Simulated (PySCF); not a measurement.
# Reading the logs of faulty runs: AlClH2O

Calculated results; nothing here was measured. The program is PySCF 2.14.0, an open-source quantum chemistry code, run on an isolated molecule that a program drew, which may never have been made. The molecule is AlClH2O (charge 0, singlet), drawn as the SMILES string `[OH][AlH][Cl]`.

Each row is a Hartree-Fock (HF) and frozen-core CCSD(T) single point in the cc-pV(D+d)Z basis, meant for a local HF minimum. Run 1 is clean. Each other run has one planted mistake out of seven kinds, and not every kind appears here: one electron removed, one electron added, multiplicity raised by two, geometry at a saddle point, minimal basis STO-3G, one bond length entered in bohr, all coordinates scaled. The reference is restricted for singlets and unrestricted otherwise, and also for a bond in bohr. Adding or removing an electron swaps singlet and doublet. Electrons count all cores. HOMO and LUMO are orbital energies over both spins, the gradient is its largest component, and the lowest frequency (negative if imaginary) is given only where the gradient is small. Bond lengths are over the 4 bonds as drawn. T1 is the CCSD diagnostic: over 0.02 (restricted) or 0.045 (unrestricted) a single reference is doubtful.

Geometry of the clean run:
```xyz
5
AlClH2O, angstrom
O    -0.5760    2.2216   -1.8730
Al   -0.7468    1.1522   -0.5951
Cl   -1.9034    1.7087    1.0818
H    -0.9240    3.0890   -1.9946
H    -0.0566   -0.2409   -0.6463
```

| run | electrons | basis functions | <S^2> | HOMO (eV) | LUMO (eV) | gradient (hartree/bohr) | lowest frequency (cm^-1) | mean bond (Å) | longest bond (Å) | T1 | HF (hartree) | CCSD(T) (hartree) | mistake |
|---|---|---|---|---|---|---|---|---|---|---|---|---|---|
| 1 | 40 | 70 | 0.000 | -12.35 | 2.05 | 1.2e-05 | 216 | 1.5712 | 2.112 | 0.0123 | -777.58664 | -778.00893 | no fault |
| 2 | 40 | 70 | 0.831 | -9.25 | 0.92 | 1.1e-02 | - | 1.9172 | 2.940 | 0.0563 | -777.48353 | -777.89540 | one bond length entered in bohr |
| 3 | 40 | 25 | 0.000 | -9.48 | 8.60 | 7.1e-02 | - | 1.5712 | 2.112 | 0.0158 | -768.71481 | -768.80091 | minimal basis STO-3G |
| 4 | 41 | 70 | 0.768 | 1.35 | 7.65 | 2.9e-02 | - | 1.5712 | 2.112 | 0.0123 | -777.52371 | -777.95463 | one electron added |
| 5 | 40 | 70 | 2.003 | -5.28 | -3.52 | 6.2e-02 | - | 1.5712 | 2.112 | 0.0469 | -777.33382 | -777.74443 | ? |
| 6 | 39 | 70 | 0.759 | -18.49 | -9.59 | 7.3e-02 | - | 1.5712 | 2.112 | 0.0395 | -777.18420 | -777.58797 | ? |

**Which mistake was planted in run 5, and what did it cost?**

Electrons, basis and geometry are unchanged, and <S^2> is 2.003, beside S(S+1) = 2.00 for a multiplicity of 3. So the mistake is: multiplicity raised by two. Subtracting run 1 and multiplying by 627.51 kcal/mol a hartree, the energy moved by 158.6 kcal/mol in HF and 166.0 kcal/mol in CCSD(T).

**Which mistake was planted in run 6, and what did it cost?**

It counts 39 electrons, one fewer than the clean run, at the same geometry and basis. So the mistake is: one electron removed. Subtracting run 1 and multiplying by 627.51 kcal/mol a hartree, the energy moved by 252.5 kcal/mol in HF and 264.2 kcal/mol in CCSD(T).

Cautions from the logs. Run 2: T1 is over the limit, so its CCSD(T) energy is less reliable; run 4: the HOMO is above zero, so the electron isn't bound and the energy depends on the basis; run 5: T1 is over the limit, so its CCSD(T) energy is less reliable.
